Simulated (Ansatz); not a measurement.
Reaction (formal hydrolysis of the Si–F bond): `F[SiH]1[SiH2]S1` + H₂O → `O[SiH]1[SiH2]S1` + H–F

Calculated with Ansatz (gas phase, PBE0-D4/def2-TZVP geometries, no zero-point term in ΔE). CCSD(T)/CBS is the MP2 limit (def2-TZVPP, def2-QZVPP) plus CCSD(T) − MP2 in def2-TZVPP, frozen cores. This one scheme is used for every species. DFT in def2-TZVPP. B3LYP here is the variant with VWN-RPA as its local correlation; programs differ in this. Each species was taken in one conformer, which may not be the lowest.

```tsv
level	ΔE (kJ/mol)	difference from CCSD(T)/CBS
r2SCAN-D4	34.1	1.3
B97M-V	37.3	4.5
PBE0-D4	30.7	-2.1
B3LYP-D4	34.3	1.5
BHLYP-D4	34.9	2.1
CAM-B3LYP-D4	35.8	3.0
ωB97X-V	34.9	2.1
PBE	33.5	0.7
r2SCAN	34.7	1.9
PBE0	32.6	-0.2
BHLYP	37.8	5.0
HF/def2-SVP	35.8	3.0
CCSD/def2-SVP	32.9	0.1
HF/def2-QZVPP	40.7	7.9
MP2/CBS(def2)	30.4	-2.4
CCSD/CBS(def2)	34.3	1.5
CCSD(T)/CBS	32.8	0
```

Largest T1 diagnostic among the species: 0.014.

The D4 term adds −3.5 kJ/mol with B3LYP and −1.9 kJ/mol with PBE0; it sums over pairs of atoms, weighted by their polarisabilities, and B3LYP, whose exchange is more repulsive, gets the larger term. Leaving LDA and LC-ωPBE aside and taking each functional with its dispersion term where it has one, the values, not all of them listed here, spread over 7.7 kJ/mol, from revPBE-D4 to B97M-V. LDA lies −4.7 kJ/mol from PBE without D4.
